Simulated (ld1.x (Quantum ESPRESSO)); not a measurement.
**Rb PAW: all-electron and pseudo phase curves**

| Item | Value |
| --- | --- |
| Element | Rb |
| Generator | ld1.x (Quantum ESPRESSO) 7.5 |
| Type | PAW |
| Functional | revPBE |
| Relativity | scalar-relativistic |
| Frozen core | [Ar] 3d10 |
| Valence charge | 9 |
| Reference configuration | 4s2 4p6 5s1 5p0 |
| Partial waves | 4s (bound): rcut 1.95, rcutus 2.25 bohr; 5s (bound): rcut 1.95, rcutus 2.25 bohr; 4p (bound): rcut 2.50, rcutus 2.70 bohr; 5p (bound, empty): rcut 2.50, rcutus 2.70 bohr; 4d channel at -0.05 Ry: rcut 2.10, rcutus 2.25 bohr |
| Local potential | all-electron potential smoothed inside 1.95 bohr (lloc = -1) |
| Core correction | Bessel-smoothed model core inside 2.10 bohr |
| Augmentation charge | PSQ, inside the norm-conserving radii |

The phase is arctan(r·u′/u) with u = r·R(r), unwrapped; energies in Ry, scanned from -4 to 5 Ry. A pole is an energy at which the radial function vanishes at the test radius. The pseudo phase is shifted by a multiple of π to meet the all-electron one at the reference energy, and phase errors are pseudo minus all-electron; the curves can meet again beyond the range given. Levels narrower than the energy grid can be missing from the lists of poles.

```
channel  radius (bohr)  reference energy (Ry)  poles, all-electron  poles, pseudo  unbroken range about the reference energy with phases within 0.05 rad  phase error 1 Ry above the reference energy (rad)
      s           2.95                  -0.16          -2.25, 3.09    -2.25, 3.13                                                        the whole range                                             +0.002
      p           2.95                  -0.06          -0.94, 4.16    -0.94, 3.75                                                              below 1.1                                             -0.022
      d           2.95                  -0.05                 1.10           1.10                                                        the whole range                                             +0.000
```

The ghost test of this file was not conclusive. Its overlap operator is not positive definite in a basis up to 400 Ry (lowest eigenvalue p -0.34), so the file is unfit for use: the generalised eigenproblem breaks down once the basis is large enough, and its test numbers describe a broken file.

Phases in the p channel:

```csv
E (Ry),all-electron,pseudo
-4.00,1.387,1.370
-3.76,1.379,1.368
-3.52,1.371,1.361
-3.28,1.361,1.353
-3.04,1.349,1.342
-2.80,1.334,1.329
-2.56,1.316,1.311
-2.32,1.290,1.286
-2.08,1.253,1.249
-1.84,1.188,1.184
-1.60,1.032,1.027
-1.36,0.191,0.185
-1.12,-1.356,-1.356
-0.88,-1.607,-1.608
-0.64,-1.702,-1.702
-0.40,-1.762,-1.762
-0.16,-1.814,-1.814
0.08,-1.869,-1.869
0.32,-1.935,-1.935
0.56,-2.024,-2.028
0.80,-2.161,-2.172
1.04,-2.398,-2.433
1.28,-2.835,-2.936
1.52,-3.468,-3.616
1.76,-3.961,-4.073
2.00,-4.230,-4.309
2.24,-4.380,-4.440
2.48,-4.473,-4.522
2.72,-4.537,-4.580
2.96,-4.583,-4.622
3.20,-4.619,-4.655
3.44,-4.648,-4.683
3.68,-4.672,-4.707
3.92,-4.694,-4.728
4.16,-4.713,-4.747
4.40,-4.731,-4.766
4.64,-4.748,-4.784
4.88,-4.765,-4.802
```
